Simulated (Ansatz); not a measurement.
Reaction (cleavage of the Si–B bond): `C[SiH](N)BF` + H₂Te → `C[SiH](N)[TeH]` + `BF`

Isolated molecules relaxed with PBE0-D4/def2-TZVP in Ansatz; ΔE leaves out vibrations. CCSD(T)/CBS adds triple-zeta CCSD(T) − MP2 to the extrapolated MP2 energy (def2 sets, frozen cores). This one scheme is used for every species. Functionals use def2-TZVPP. B3LYP here is the variant with VWN-RPA as its local correlation; programs differ in this. def2 core potentials past Kr. For Te outer-core shells are correlated without core-valence functions, which leaves a few kJ/mol of doubt a bond. Each species was taken in one conformer, which may not be the lowest.

`C[SiH](N)BF`:

Cartesian coordinates in Å:
```
C -0.042 1.428 0.812
Si 0.120 0.079 -0.487
N 1.537 -0.899 -0.388
B -1.466 -1.193 -0.371
F -2.689 -0.743 -0.612
H -0.958 2.004 0.653
H -0.073 1.013 1.823
H 0.803 2.120 0.759
H 0.141 0.760 -1.816
H 2.457 -0.516 -0.531
H 1.568 -1.690 0.235
H -1.397 -2.362 -0.077
```

H₂Te:

Cartesian coordinates in Å:
```
Te -0.727 0.238 0.139
H -0.053 -1.078 -0.606
H 0.780 0.840 0.467
```

`C[SiH](N)[TeH]`:

Cartesian coordinates in Å:
```
C -1.408 0.448 0.392
Si 0.251 -0.003 -0.322
N 0.559 -1.644 0.063
Te 2.161 1.272 0.684
H -1.422 0.293 1.473
H -2.201 -0.159 -0.058
H -1.633 1.497 0.193
H 0.274 0.349 -1.771
H 1.432 -2.082 -0.182
H -0.195 -2.309 0.114
H 2.182 2.337 -0.585
```

`BF`:

Cartesian coordinates in Å:
```
B -0.019 -0.016 0.043
F 0.494 0.406 -1.094
H -0.081 0.762 0.952
H -0.394 -1.152 0.099
```

CCSD(T)/CBS gives -105.8 kJ/mol.

Another level gave -98.6 kJ/mol. Which?
A. MP2/def2-TZVPP
B. B3LYP/def2-TZVPP
C. SCS-MP2/def2-TZVPP
D. r2SCAN/def2-TZVPP

D. r2SCAN -98.6, B3LYP -92.3, MP2/def2-TZVPP -114.6, SCS-MP2/def2-TZVPP -107.7 kJ/mol.

Largest T1 diagnostic among the species: 0.013.

The D4 term adds −7.2 kJ/mol with B3LYP and −3.8 kJ/mol with PBE0; it sums over pairs of atoms, weighted by their polarisabilities, and B3LYP, whose exchange is more repulsive, gets the larger term. From PBE to PBE0 (25 % exact exchange), in def2-TZVPP and without D4, ΔE moves by −5.7 kJ/mol.
